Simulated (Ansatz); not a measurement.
In11As10H28⁻, a nanocrystal cut from wurtzite InAs (hydrogen-capped), relaxed as a singlet with RKS PBE-D4/def2-SVP in Ansatz, starting from a model built from a lattice or polyhedron. Force threshold 0.03 eV/Å.

In the def2 sets In takes a core potential; there is no spin–orbit coupling. Single mean-field runs in def2-SVP are fitted with def2-universal-jkfit.

Start:

```csv
atom,x (Å),y (Å),z (Å)
In1,3.852,-1.035,-2.305
As2,2.806,-3.315,-3.081
In3,3.245,2.449,0.110
As4,1.644,4.395,-0.568
As5,2.224,0.170,-0.652
In6,-0.071,0.587,-1.822
In7,0.500,-3.653,-1.917
As8,-1.133,-1.711,-2.584
In9,-0.675,4.082,0.550
As10,-1.721,1.777,-0.164
In11,-3.985,2.192,-1.330
In12,-3.434,-2.062,-1.395
As13,-5.033,-0.089,-2.124
As14,3.597,2.452,2.711
In15,1.866,-1.371,1.447
As16,0.825,-3.655,0.703
In17,1.242,2.103,3.896
As18,0.206,-0.167,3.126
In19,-2.070,0.226,1.937
In20,-1.488,-3.997,1.855
As21,-3.114,-2.030,1.191
H22,4.100,-0.002,-3.716
H23,5.390,-1.292,-1.512
H24,2.632,-3.313,-4.565
H25,3.746,-4.449,-2.681
H26,4.820,2.685,-0.647
H27,1.461,4.395,-2.086
H28,2.273,5.741,-0.137
H29,0.170,1.605,-3.204
H30,-0.191,-5.182,-2.406
H31,-1.292,-1.706,-4.083
H32,-1.751,5.397,0.161
H33,-0.462,4.084,2.329
H34,-3.765,3.203,-2.744
H35,-5.117,2.979,-0.239
H36,-4.100,-3.544,-1.920
H37,-5.216,-0.088,-3.589
H38,-6.398,-0.294,-1.431
H39,4.180,3.782,3.159
H40,4.523,1.299,3.106
H41,3.424,-1.636,2.258
H42,1.735,-4.778,1.127
H43,0.171,3.426,3.426
H44,1.460,2.103,5.599
H45,-0.002,-1.062,4.341
H46,-3.166,1.053,3.040
H47,-2.170,-5.506,1.358
H48,-1.283,-4.009,3.609
H49,-4.455,-2.241,1.862
```

```json
{"step": "1", "energy (eV)": "-665628.6683", "largest force component (eV/Å)": "1.657", "SCF passes": "20"}
{"step": "2", "energy (eV)": "-665630.7670", "largest force component (eV/Å)": "0.448", "SCF passes": "24"}
{"step": "3", "energy (eV)": "-665631.3342", "largest force component (eV/Å)": "0.172", "SCF passes": "20"}
{"step": "4", "energy (eV)": "-665631.4884", "largest force component (eV/Å)": "0.121", "SCF passes": "20"}
{"step": "5", "energy (eV)": "-665631.5487", "largest force component (eV/Å)": "0.112", "SCF passes": "20"}
{"step": "6", "energy (eV)": "-665631.5776", "largest force component (eV/Å)": "0.064", "SCF passes": "19"}
{"step": "7", "energy (eV)": "-665631.5955", "largest force component (eV/Å)": "0.065", "SCF passes": "19"}
{"step": "8", "energy (eV)": "-665631.6006", "largest force component (eV/Å)": "0.037", "SCF passes": "20"}
{"step": "9", "energy (eV)": "-665631.6038", "largest force component (eV/Å)": "0.031", "SCF passes": "20"}
{"step": "10", "energy (eV)": "-665631.6063", "largest force component (eV/Å)": "0.029", "SCF passes": "20"}
{"step": "11", "energy (eV)": "-665631.6080", "largest force component (eV/Å)": "0.021", "SCF passes": "19"}
{"step": "12", "energy (eV)": "-665631.6090", "largest force component (eV/Å)": "0.017", "SCF passes": "20"}
{"step": "13", "energy (eV)": "-665631.6098", "largest force component (eV/Å)": "0.021", "SCF passes": "20"}
```

Force components are those of the run's own axes.

End:

Cartesian coordinates in Å:
```
In 4.099 -0.787 -2.423
As 2.776 -3.167 -2.923
In 3.401 2.429 0.010
As 1.532 4.320 -0.426
As 2.243 0.191 -0.767
In -0.058 0.780 -1.985
In 0.374 -3.853 -1.882
As -1.104 -1.704 -2.426
In -1.059 4.353 0.540
As -1.753 1.902 -0.287
In -4.009 2.521 -1.571
In -3.497 -2.302 -1.402
As -4.898 -0.078 -2.011
As 3.372 2.361 2.722
In 1.999 -1.298 1.421
As 0.693 -3.543 0.732
In 1.335 1.834 4.524
As 0.204 -0.017 2.938
In -2.217 0.476 1.886
In -1.539 -4.119 2.168
As -2.951 -2.026 1.177
H 4.100 0.034 -3.966
H 5.530 -1.274 -1.544
H 2.630 -3.391 -4.432
H 3.697 -4.369 -2.695
H 4.989 2.880 -0.572
H 1.458 4.347 -1.953
H 2.238 5.676 -0.294
H 0.144 1.597 -3.521
H -0.196 -5.387 -2.492
H -1.324 -1.812 -3.939
H -1.853 5.569 -0.444
H -0.825 4.452 2.267
H -3.701 3.096 -3.193
H -5.206 3.183 -0.482
H -4.243 -3.774 -1.977
H -5.311 -0.271 -3.475
H -6.303 -0.308 -1.444
H 4.186 3.581 3.170
H 4.478 1.345 3.014
H 3.517 -1.610 2.240
H 1.692 -4.656 1.071
H 0.435 3.322 4.589
H 2.146 1.064 5.870
H -0.122 -1.126 3.946
H -3.341 1.164 3.038
H -2.225 -5.603 1.542
H -1.191 -3.815 3.855
H -4.341 -2.187 1.806
```

By distances, no bond broke or formed. The bond that changes most is As4–In9, from 2.59 to 2.77 Å (atoms count from 1).

The force fell under the threshold at step 10, but the optimiser went on and released 0.004 eV more. No frequencies were taken in this run, so the end may be a saddle point.

Hardware: 11 threads of AMD EPYC 7R13 on a shared host and a whole NVIDIA H100 80GB HBM3. Wall time 51 s, peak host memory 1.6 GiB.
